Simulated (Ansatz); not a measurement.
A nudged elastic band was laid between two geometries of FGaH$_{4}$Si (7 atoms, charge 0, multiplicity 1).

Theory: Ansatz, RKS B3LYP/def2-SVP.

* movable images: 1
* climbing image: no
* spring: 5.0 eV/Å²
* optimiser: quadratic models (default)
* start path: through a guess of the saddle point
* force threshold: 0.03 eV/Å
* iteration limit: 60
* end points: relaxed

First end point:

```xyz
7
Properties=species:S:1:pos:R:3
F 0.237 -2.163 1.369
Ga 0.019 -0.406 1.283
Si -0.030 0.456 -0.980
H -0.100 0.228 2.718
H -1.202 -0.119 -1.705
H -0.143 1.944 -0.990
H 1.218 0.061 -1.696
```

Last end point:

```xyz
7
Properties=species:S:1:pos:R:3
F -1.386 -1.201 1.805
Ga 0.134 -0.476 1.252
Si 0.025 0.419 -0.996
H 1.249 -0.566 2.358
H -0.398 -0.652 -1.946
H -0.975 1.526 -1.045
H 1.352 0.950 -1.428
```

**Question.** Which bonds break or form, and what moves?

**Answer.** No bond is made or broken. The dihedral F1–Ga2–Si3–H7 goes from -56 to -177°. The two ends are copies of one structure, up to a mirror image or an exchange of like atoms.

**Question.** Give the energies along the band, and the barrier.

**Answer.** The run converged. The highest image is number 1 of 0 to 2, 0.001 eV above the ends, which have the same energy within 2 meV. The top lies less than 8 meV above the higher end, about what the thresholds resolve: the motion is nearly free. No image climbed, so the highest image needn't sit at the top of the path. So few images can step over the top or miss a turn of the path.

| image | path coordinate (Å) | energy (eV) | dihedral F1–Ga2–Si3–H7 (°) |
| --- | --- | --- | --- |
| 0 | 0.00 | 0.000 | -56 |
| 1 | 1.58 | 0.001 | -117 |
| 2 | 3.15 | 0.000 | -177 |

**Question.** What is the geometry of the highest image?

**Answer.** 
```xyz
7
Properties=species:S:1:pos:R:3
F -0.701 -2.007 1.497
Ga 0.077 -0.431 1.270
Si -0.009 0.438 -0.991
H 0.687 0.103 2.619
H -0.789 -0.468 -1.880
H -0.643 1.790 -0.989
H 1.378 0.575 -1.527
```

Time of the run: 48 s on 1 thread of Intel(R) Xeon(R) Processor @ 2.50GHz (Skylake/Cascade Lake) (shared host), peak memory 0.18 GiB.
